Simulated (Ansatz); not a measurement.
C2H8AsGa (SMILES [CH3][Ga]([CH3])[AsH2]), singlet, at a GFN2-xTB geometry (such geometries of metal compounds can be far from the true shape), with bond 7-6 at 3.0 times its length; HF/STO-3G (Ansatz, a program for electronic structure).

Here is a job for Ansatz.
Ansatz 0.2 input:
```yaml
crystal:
  periodic: [false, false, false]
  atoms:
    - {symbol: Ga, position_ang: [0.41134409, -0.56738828, 0.35285170]}
    - {symbol: C, position_ang: [2.18358417, -1.24807119, -0.44447018]}
    - {symbol: H, position_ang: [2.08508967, -2.27947158, -0.80004424]}
    - {symbol: H, position_ang: [2.98808853, -1.24152256, 0.29780563]}
    - {symbol: H, position_ang: [2.50593038, -0.63357006, -1.29263499]}
    - {symbol: C, position_ang: [-0.31834019, -1.52571280, 2.02293460]}
    - {symbol: H, position_ang: [-1.15807904, -4.62675994, 1.32962704]}
    - {symbol: H, position_ang: [-1.20733864, -1.02234374, 2.41957394]}
    - {symbol: H, position_ang: [0.42763898, -1.56773446, 2.82282014]}
    - {symbol: As, position_ang: [-0.83362992, 1.28794510, -0.69983659]}
    - {symbol: H, position_ang: [-2.06946727, 0.43296341, -0.53463662]}
    - {symbol: H, position_ang: [-0.56503154, 0.60062655, -2.01929770]}
basis:
  gaussian:
    orbitals: STO-3G
hamiltonian:
  xc: hf
```

Task: Write the output that Ansatz gives for this input, abridged.

Result: 
```
Functional definition: HF
602 factors; integrals over basis functions are off by at most 9.3e-5 eV
mean field evaluation 1: about -113986.6668 eV, gradient 2.8e1 eV
mean field evaluation 2: about -113986.7277 eV, gradient 2.8e1 eV
mean field evaluation 4: about -113990.6101 eV, gradient 1.6e1 eV
mean field evaluation 8: about -113994.5050 eV, gradient 3.1e0 eV
mean field evaluation 16: about -113994.5918 eV, gradient 1.8e-1 eV
mean field evaluation 32: about -113994.5742 eV, gradient 2.0e-1 eV
mean field evaluation 64: about -113989.4362 eV, gradient 2.8e1 eV
mean field evaluation 96: about -113980.6874 eV, gradient 1.6e1 eV
mean field evaluation 128: about -113994.5784 eV, gradient 4.6e-1 eV
mean field evaluation 160: about -113994.5194 eV, gradient 2.7e-1 eV
mean field evaluation 192: about -113994.5905 eV, gradient 5.0e-5 eV
mean field -113994.59054793 eV, -4189.2239343279 hartree, gradient 3.3e-5 eV, S^2 0.000000; 1 other end points of the search recorded, 0 dependent functions left out
reference -113994.59054793 eV, -4189.2239343279 hartree; 42, 42 occupied and 12, 12 virtual orbitals, 602 factors
Total energy: -113994.59054793 eV, -4189.2239343279 hartree
```
